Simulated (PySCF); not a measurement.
Ga(Me)(OAc)2, SMILES O=C([O][Ga]([O]C(=O)C)[CH3])C (GFN2-xTB optimised geometry):

```
19

Ga    -0.895     0.352     0.000
C     -2.182    -0.303    -1.422
H     -3.206    -0.170    -1.080
H     -2.010    -1.356    -1.629
H     -2.040     0.276    -2.332
O     -1.090     2.470     0.000
C     -1.249     2.356     1.230
C     -1.421     3.566     2.099
O     -1.260     1.207     1.769
H     -1.996     3.310     2.985
H     -1.900     4.361     1.535
H     -0.433     3.905     2.408
O      1.102     0.352     0.000
C      1.114    -0.780     0.574
C      2.432    -1.386     0.953
O      0.044    -1.368     0.822
H      2.353    -2.470     0.956
H      2.682    -1.052     1.959
H      3.206    -1.050     0.270
```

Calculation: B3LYP/def2-SVP in PySCF 2.14.0.

Problem. What are the frontier orbital energies and the dipole moment?

Solution. HOMO-2 -8.50 eV, HOMO-1 -8.41 eV, HOMO -7.73 eV, LUMO -0.13 eV, LUMO+1 -0.04 eV; dipole moment 1.06 D.

On the same geometry PBE/def2-SVP run with PySCF 2.14.0 gives HOMO-2 -7.13 eV, HOMO-1 -7.05 eV, HOMO -6.50 eV, LUMO -0.93 eV, LUMO+1 -0.87 eV; dipole moment 1.03 D.

Meta-Löwdin charges at B3LYP/def2-SVP: Ga1 0.84, C2 -0.49, H3 0.11, H4 0.11, H5 0.12, O6 -0.46, C7 0.53, C8 -0.31, O9 -0.47, H10 0.12, H11 0.12, H12 0.13, O13 -0.47, C14 0.53, C15 -0.31, O16 -0.46, H17 0.12, H18 0.13, H19 0.12.
